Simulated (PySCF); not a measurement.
Simulation results for AlBH$_{4}$NSi, Al$_{2}$BH$_{4}$O

Calculation on a computer-drawn molecule: the log of a Hartree-Fock and frozen-core CCSD(T) single point meant for a local Hartree-Fock minimum, with one planted fault or none, to be diagnosed. Offsets are logged minus clean, where the clean run is the same molecule without the fault. The reference is restricted for singlets and unrestricted otherwise, and also for a bond in bohr or an excited solution. Adding or removing an electron swaps singlet and doublet. The excited solution moves the top pair (singlet) or top alpha electron (doublet) to the lowest empty orbital. Highest occupied and lowest empty are orbital energies over both spins, largest force is the largest gradient component, triples share is (T) over the correlation energy, the T1 limit is 0.02 restricted and 0.045 unrestricted, electrons count all cores, a negative frequency is imaginary (commonest isotopes), and the dipole is about the centre of nuclear charge. Program: PySCF 2.14.0.

Common to all runs: meant charge 1; meant multiplicity 1; meant basis cc-pV(D+d)Z; logged basis functions 94; logged SCF converged yes; logged CC converged yes; logged SCF stable within its kind yes; possible faults no fault, one electron removed, one electron added, multiplicity raised by two, geometry at a saddle point, SCF held on an excited solution, minimal basis STO-3G, one bond length entered in bohr, all coordinates scaled.

(1) 
```xyz
8
formula=AlBH4NSi logged_electrons=42 logged_spin_squared=0 logged_highest_occupied=-15.773 logged_lowest_empty=-4.6292 logged_largest_force=4.575e-05 logged_lowest_frequency=-62.347 logged_T1_diagnostic=0.015712 logged_D1_diagnostic=0.040357 logged_triples_share=0.032971 logged_dipole_magnitude=4.0713 logged_energy_HF=-612.09289 logged_energy_CCSD(T)=-612.51348 planted_fault=geometry_at_a_saddle_point HF_energy_offset_from_clean_run=0.2921 CCSD(T)_energy_offset_from_clean_run=0.4691
Al    -2.6405     0.0969     0.0000
B     -0.4469     0.0166     0.0000
N      0.8383    -0.0303     0.0000
Si     2.4402    -0.0899     0.0000
H     -3.3348    -1.2995     0.0000
H     -3.2290     1.5411     0.0000
H      3.2325     1.1347     0.0000
H      3.1402    -1.3697     0.0000
```

Units: logged_highest_occupied, logged_lowest_empty in eV; logged_largest_force in hartree/bohr; logged_lowest_frequency in cm⁻¹; logged_dipole_magnitude in debye; logged_energy_HF, logged_energy_CCSD(T) in hartree; HF_energy_offset_from_clean_run, CCSD(T)_energy_offset_from_clean_run in kcal/mol.

Drawn bonds:
| atom | other atom | order |
| --- | --- | --- |
| 1 | 2 | 1 |
| 2 | 3 | 1 |
| 3 | 4 | 2 |
| 1 | 5 | 1 |
| 1 | 6 | 1 |
| 4 | 7 | 1 |
| 4 | 8 | 1 |

(2) 
```xyz
8
formula=Al2BH4O logged_electrons=43 logged_spin_squared=0.7591 logged_highest_occupied=-5.0129 logged_lowest_empty=0.23235 logged_largest_force=0.070938 logged_T1_diagnostic=0.01586 logged_D1_diagnostic=0.038447 logged_triples_share=0.025968 logged_dipole_magnitude=7.7863 logged_energy_HF=-585.73219 logged_energy_CCSD(T)=-586.16325 planted_fault=one_electron_added HF_energy_offset_from_clean_run=-104.2 CCSD(T)_energy_offset_from_clean_run=-113.8
Al    -3.6813    -2.2986     1.2239
B     -2.5426    -0.4207     0.8630
O     -1.9146     0.6150     0.6640
Al    -0.9768     2.1612     0.3672
H     -4.8033    -2.1095     2.2837
H     -3.1593    -3.4772     0.3544
H      0.2342     2.2593     1.3283
H     -1.6281     2.9858    -0.7710
```

Units: logged_highest_occupied, logged_lowest_empty in eV; logged_largest_force in hartree/bohr; logged_dipole_magnitude in debye; logged_energy_HF, logged_energy_CCSD(T) in hartree; HF_energy_offset_from_clean_run, CCSD(T)_energy_offset_from_clean_run in kcal/mol.

Drawn bonds:
| atom | other atom | order |
| --- | --- | --- |
| 1 | 2 | 1 |
| 2 | 3 | 1 |
| 3 | 4 | 1 |
| 1 | 5 | 1 |
| 1 | 6 | 1 |
| 4 | 7 | 1 |
| 4 | 8 | 1 |
